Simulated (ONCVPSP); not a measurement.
# Before and after: ONCV potential for beryllium (Be)

* Element: Be (Z = 4)
* Generator: ONCVPSP 4.0.1
* Type: optimised norm-conserving Vanderbilt (ONCV)
* Functional: LDA (Perdew-Wang 92)
* Relativity: non-relativistic
* Frozen core: [He]
* Valence charge: 2
* Reference configuration: 2s2
* Partial waves: 2s: rc 1.65 bohr, ncon 4, nbas 7, qcut 3.7 1/bohr, 2 projectors, debl 3.9 Ha; p scattering state at 0.04 Ha: rc 1.60 bohr, ncon 4, nbas 9, qcut 5.1 1/bohr, 1 projector
* Local potential: polynomial inside 1.15 bohr (lpopt 5, dvloc0 6 Ha)
* Core correction: Teter function, fcfact 4.25, rcfact 1.55

In the p channel the program set the typed energies aside and used 0.050 Ha.

Change: local potential polynomial inside 1.15 bohr (lpopt 5, dvloc0 8 Ha).

Cutoffs: the cutoffs (Ha) at which the residual kinetic energy of the hardest occupied pseudo-wave falls to 1 and 0.1 mHa per electron; they do not see the model core or the augmentation charge, which bear on the density cutoff. Errors are all-electron minus pseudo energies relative to the spin-unpolarised reference configuration.

Question: How do hardness, ghosts and transferability respond?

Answer: The potential gets neither clearly harder nor softer (6.1 Ha and 16 Ha → 6.1 Ha and 16 Ha); a bound ghost appears in s, which as a rule spoils a file; the errors of the 4 common tests hardly move. In the separable form a ghost depends on how the local part lies against the semilocal potential of the channel, so the choice of the local part can create or remove one.

```csv
quantity,base,changed
"cutoff, loose",6.1 Ha,6.1 Ha
"cutoff, tight",16 Ha,16 Ha
bound ghosts,none,s
GHOST(+) flags under 300 eV,none,none
"error for 2s1, meV [ΔE 9.51 eV]",0.0,-0.2
"error for 2s1.5, meV [ΔE 3.75 eV]",+0.1,+0.1
"error for 2s1 2p1, meV [ΔE 3.52 eV]",+2.0,+2.0
"error for 2s0 2p1, meV [ΔE 13.32 eV]",+6.3,+6.3
s: phases at 1.68 bohr within 0.05 rad from the reference energy up to (Ha; the scan ends near 5),4.9,to the end of the scan
p: phases at 1.63 bohr within 0.05 rad from the reference energy up to (Ha; the scan ends near 5),2.7,2.6
"rms error of d²Exc/dni dnj with the model core, mHa",0.57,0.57
```

Base: The cutoffs count occupied waves only; projector 2 of the s channel, the hardest unoccupied one, needs 24 Ha at the loose tolerance. Changed file: The cutoffs count occupied waves only; projector 2 of the s channel, the hardest unoccupied one, needs 24 Ha at the loose tolerance. A true bound ghost makes a file unfit for plane-wave use even where its test errors are small: the radial tests pick states by their node count and pass the ghost by.
